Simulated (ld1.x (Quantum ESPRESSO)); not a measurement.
# Which change was made? (Cr, TM)

Cr (Z = 24), norm-conserving Troullier–Martins (Kleinman–Bylander form), made with ld1.x (Quantum ESPRESSO) 7.5 (LDA (PZ), scalar-relativistic). Core [Ar], reference 3d5.5 4s0.5 4p0. Waves: 4s (bound): rc 2.05 bohr; 4p (bound, empty): rc 2.80 bohr; 3d (bound): rc 0.95 bohr. Local part: the d channel. Core correction: Bessel-smoothed model core, default radius (core density twice the valence density).

Cutoffs, loose and tight: the cutoffs (Ry, on a coarse ladder) from which the occupation-weighted sum of valence levels, in a spherical-Bessel basis at the reference potential, stays within 10 and 1 mRy of its value at 400 Ry. They do not see the model core or the augmentation charge, which bear on the density cutoff. Test errors are all-electron minus pseudo excitation energies from the reference, over the configurations 3d5 4s1 4p0; 3d5 4s0 4p0; 3d4 4s0 4p0; 3d4 4s2 4p0; 3d2 4s0 4p0; 3d6 4s0 4p0; 3d5 4s0 4p1 (two spin-polarised tests are not counted in the largest error); variants that change the core or the reference have their own tests. The largest error is taken over the tests solved by every variant that gives reliable tests at all, those not shown here included: 3d2 4s0 4p0; 3d4 4s0 4p0; 3d5 4s0 4p0; 3d5 4s0 4p1; 3d5 4s1 4p0.

The base gives: outcome: generated; cutoff, loose: 180 Ry; cutoff, tight: 230 Ry; bound ghosts: s, p; largest test error (meV): -3532.

After one change the result is: outcome: generated; cutoff, loose: 260 Ry; cutoff, tight: 300 Ry; bound ghosts: s, p; largest test error (meV): -3618. Which change was it?
A. all radii but the core radius scaled by about 1.30 (s 2.66, p 3.62, d 1.24 bohr)
B. all radii but the core radius scaled by about 0.75 (s 1.54, p 2.10, d 0.72 bohr)
C. all radii but the core radius scaled by about 0.82 (s 1.68, p 2.28, d 0.78 bohr)

C. The others give: all radii but the core radius scaled by about 1.30 (s 2.66, p 3.62, d 1.24 bohr) → outcome: generated; cutoff, loose: 120 Ry; cutoff, tight: 140 Ry; bound ghosts: s, p; largest test error (meV): -3466 | all radii but the core radius scaled by about 0.75 (s 1.54, p 2.10, d 0.72 bohr) → outcome: generated; cutoff, loose: 300 Ry; cutoff, tight: over 300 Ry; bound ghosts: p, s; largest test error (meV): -3654.
